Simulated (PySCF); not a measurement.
# A thermochemical cycle for NaAs

PBE in PySCF with def2-SVP on every atom, for the lowest determinant that a PBE0 search found; no spin–orbit coupling. NaAs, a triplet (π ↑↑), has De = 1.35 eV to neutral atoms, and NaAs⁺, a quartet (σ ↑, π ↑↑), has De = 0.32 eV to Na⁺ + As.

At the same level the Na atom ionises at 5.29 eV.

Task: What is the adiabatic ionisation energy of the molecule, and does ionisation strengthen or weaken the bond?

Result: IE = IE(Na) + De(neutral) − De(ion) = 5.29 + 1.35 − 0.32 = 6.32 eV. De changes by -1.03 eV, so ionisation weakens the bond.

Weak bonds: NaAs⁺. Basis-set superposition, not corrected here, can be much of De in a small basis, most of all at correlated wavefunction levels. Spin–orbit coupling is left out. For an ion De counts to the pair picked by the measured ionisation energies or electron affinities, which need not be the lowest pair at this level. States were picked by a PBE0 search and need not be the measured ground states.
